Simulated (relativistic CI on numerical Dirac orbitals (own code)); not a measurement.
**Ti⁺ in a cubic cluster: L2,3 absorption with charge transfer**

Computed with a charge-transfer multiplet model of a cubic metal-ligand cluster with up to one ligand hole, Slater and spin-orbit integrals from Dirac-Coulomb-Breit ions, Slater integrals scaled by 0.7. The parameters are those of a tetrahedral site (10Dq negative, t2 hopping the larger). The ground state mixes d3 with configurations of k ligand holes L, whose averages lie at kΔ + k(k − 1)U_dd/2; a core hole lowers each added d electron by U_cd. 300 K, Lorentzian 0.4 eV and Gaussian 0.3 eV FWHM.

Atomic integrals in eV (Slater integrals scaled, ζ unscaled), ground: F2dd 4.733, F4dd 2.905, zeta_d 0.009; with the core hole: F2dd 5.484, F4dd 3.378, zeta_d 0.017, zeta_core 3.750, F2cd 2.909, G1cd 2.019, G3cd 1.143.

Cluster parameters (eV): U_dd = 4.5, U_cd = 5.7, 10Dq = -0.4, 10Dq(ligand) = 0, V(eg) = 0.78, V(t2g) = -1.32, final-state hopping factor = 1.

```tsv
Case	n_d	d3	d4L	S
Δ = 8.6 eV	3.09	0.91	0.09	1.50
Δ = 10.6 eV	3.07	0.93	0.07	1.50
Δ = 11.6 eV	3.06	0.94	0.06	1.50
```

Weights, n_d and S are thermal averages at 300 K. Photon energies count from the first peak over 30 % of the highest in each spectrum, which can be another peak from case to case. The parameters are a model scan and need not match a compound or its usual spin state. Peaks in eV (height, largest 100):
- Δ = 8.6 eV: 0.0 (100), 4.9 (34), 5.9 (50)
- Δ = 10.6 eV: 0.0 (100), 5.0 (34), 6.0 (49)
- Δ = 11.6 eV: 0.0 (100), 4.4 (32), 4.9 (34), 6.0 (49)

Curve for Δ = 11.6 eV (points under 2 left out, the grid thinned):

(E (eV), Intensity): (-2.9, 2.0), (-2.6, 3.0), (-2.4, 3.8), (-2.1, 5.7), (-1.8, 10.0), (-1.6, 13.9), (-1.3, 20.9), (-1.0, 28.2), (-0.8, 34.9), (-0.5, 54.4), (-0.2, 90.5), (0.0, 100.0), (0.3, 92.3), (0.6, 74.5), (0.8, 57.8), (1.1, 35.5), (1.4, 24.9), (1.6, 23.0), (1.9, 17.1), (2.2, 10.8), (2.4, 8.4), (2.7, 7.0), (2.9, 6.7), (3.2, 7.2), (3.5, 10.9), (3.7, 17.9), (4.0, 27.3), (4.3, 31.5), (4.5, 31.7), (4.8, 33.8), (5.1, 33.2), (5.3, 33.3), (5.6, 41.8), (5.9, 49.1), (6.1, 48.4), (6.4, 37.8), (6.7, 20.0), (6.9, 13.2), (7.2, 7.7), (7.5, 5.7), (7.7, 5.0), (8.0, 3.9), (8.3, 3.1), (8.5, 2.6), (8.8, 2.1)

For the case Δ = 10.6 eV, Δ = 10.6 eV is larger than U_dd = 4.5 eV, the Mott-Hubbard side of the Zaanen-Sawatzky-Allen scheme. With the core hole the configuration with one ligand hole lies at Δ + U_dd − U_cd = 7.4, 9.4, 10.4 eV from the one without, in the order of the table; where this is negative the screened configuration lies lower.
